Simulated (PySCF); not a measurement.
Species: C3H4ClNSi.
SMILES with atom numbers: `[CH:1]#[C:2][Si@H:3]([Cl:4])[N:5]=[CH2:6]` (hydrogens: H7 on C1; H8 on Si3; H9, H10 on C6)

Method: PBE0-D3(BJ)/def2-SVP geometry optimisation, gas phase (PySCF); density fitting, grid level 1; the optimiser is geomeTRIC in internal coordinates, started from a GFN2-xTB structure with every atom displaced at random (about 0.01 Å).

Step 0: E = -25042.8400 eV
```
atom  x, y, z in Å  |  force x, y, z in eV/Å
C1     -2.3179   -1.1269    0.0019   -0.368  -0.264  -0.014
C2     -1.5421   -0.2132    0.0640    1.533   1.581   0.092
Si3    -0.2548    1.1063    0.1549    0.569  -0.906   0.422
Cl4    -0.2229    2.1393   -1.5779   -0.226   0.484  -0.750
N5      1.3932    0.5670    0.3184   -1.027   1.689  -0.134
C6      1.9665   -0.5247    0.4017    0.442  -1.046   0.209
H7     -3.0456   -1.8720   -0.0632   -0.913  -1.093  -0.067
H8     -0.4403    1.9827    1.3069   -0.328   0.284   0.280
H9      1.4624   -1.4934    0.4011   -0.299  -0.612  -0.044
H10     3.0504   -0.5592    0.5120    0.616  -0.117   0.006
```

Step 1: E = -25042.9906 eV
```
atom  x, y, z in Å  |  force x, y, z in eV/Å
C1     -2.2283   -1.1301    0.0111   -0.140  -0.072  -0.022
C2     -1.4318   -0.2109    0.0578    0.015   0.033   0.007
Si3    -0.2078    1.1484    0.1608    0.029  -0.073  -0.216
Cl4    -0.3074    2.2292   -1.6048    0.008  -0.133   0.206
N5      1.4242    0.5921    0.3311    0.165   0.079  -0.008
C6      1.9255   -0.5625    0.4120   -0.143   0.105  -0.001
H7     -2.9627   -1.9186   -0.0434    0.117   0.045   0.020
H8     -0.5273    2.0478    1.2896    0.016   0.017   0.030
H9      1.3430   -1.5083    0.3983   -0.042   0.025  -0.017
H10     3.0217   -0.6813    0.5073   -0.024  -0.026   0.002
```

Q: Estimate the geometry and energy of step 2. (The exact step hangs on the optimiser's Hessian estimate; all steps are aligned on step 1, rigid shifts and turns removed.)

A: E = -25043.0018 eV, largest force 0.397 eV/Å
```
atom  x, y, z in Å  |  force x, y, z in eV/Å
C1     -2.1893   -1.1435    0.0154   -0.010   0.014  -0.010
C2     -1.4083   -0.2106    0.0601   -0.010  -0.004   0.017
Si3    -0.1964    1.1596    0.1598   -0.088   0.021  -0.114
Cl4    -0.3052    2.2315   -1.6016   -0.009  -0.051   0.089
N5      1.4358    0.6140    0.3290    0.311   0.246   0.022
C6      1.8947   -0.5560    0.4082   -0.295  -0.147  -0.019
H7     -2.8977   -1.9520   -0.0349    0.020  -0.019   0.010
H8     -0.5148    2.0589    1.2912   -0.003  -0.001   0.005
H9      1.2495   -1.4599    0.3769    0.101  -0.087   0.008
H10     2.9808   -0.7361    0.5157   -0.017   0.027  -0.006
```

The energy changes by -0.0112 eV. The first-order estimate −F·Δx gives -0.0192 eV and the mean of the old and new forces, exact on a quadratic surface, -0.0112 eV. The step makes an angle of 76° with the force vector and moves no atom by more than 0.107 Å.

What follows is the cost of the whole optimisation. Hardware: an Intel Xeon Platinum 8488C with one thread, shared host. Cost: 53 s of wall time, 0.46 GiB resident at most.
